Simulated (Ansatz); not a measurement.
AlCl2GeH3, SMILES `[Cl][Al]([Cl])[GeH3]`, 7 atoms. Charge 0, multiplicity 1. Correlated methods include outer-core shells of Ge, which these sets cover unevenly. Scalar relativity is left out up to krypton. All runs use 4 threads of a server CPU on a shared host. Correlated methods freeze the cores.

**Question.** Give the basis size and wall time and peak host memory of each of these runs in Ansatz. RKS PBE-QIDH (frozen core)/def2-TZVPP energy; RKS CAM-B3LYP-D4/def2-TZVPP energy; RKS ωB97M-V/def2-QZVPP energy; RHF-MP2/def2-QZVPP energy; RKS ωB97M-V/def2-SVP energy; direct RPA on PBE orbitals/def2-TZVPP energy; RKS PBE-D4/def2-TZVPP energy and forces; RKS PBE0-D4/def2-TZVP frequencies; RHF-CCSD(T)/def2-TZVPP energy; RKS B97M-V/def2-TZVPP energy; RKS PBE0-D4/def2-QZVPP energy; RKS PBE0-D4/def2-TZVP relaxation (5 steps). (An estimate is asked.)

**Answer.** Ansatz gave: Other jobs shared the machine, so times are rough.

```
                                level                   job  functions  wall time  peak host memory (GiB)
                RKS PBE-D4/def2-TZVPP     energy and forces        216      1.6 s                    0.32
direct RPA on PBE orbitals/def2-TZVPP                energy        216      2.8 s                    0.43
          RKS CAM-B3LYP-D4/def2-TZVPP                energy        216      2.9 s                    0.81
                 RKS ωB97M-V/def2-SVP                energy        101      3.2 s                    0.35
RKS PBE-QIDH (frozen core)/def2-TZVPP                energy        216      3.6 s                    0.53
                RKS B97M-V/def2-TZVPP                energy        216      4.9 s                     0.4
               RKS PBE0-D4/def2-QZVPP                energy        389      6.5 s                     1.7
                   RHF-MP2/def2-QZVPP                energy        389       12 s                     1.8
               RKS ωB97M-V/def2-QZVPP                energy        389       13 s                     1.9
                RKS PBE0-D4/def2-TZVP  relaxation (5 steps)        177       15 s                    0.55
               RHF-CCSD(T)/def2-TZVPP                energy        216       53 s                     2.8
                RKS PBE0-D4/def2-TZVP           frequencies        177       73 s                    0.56
```
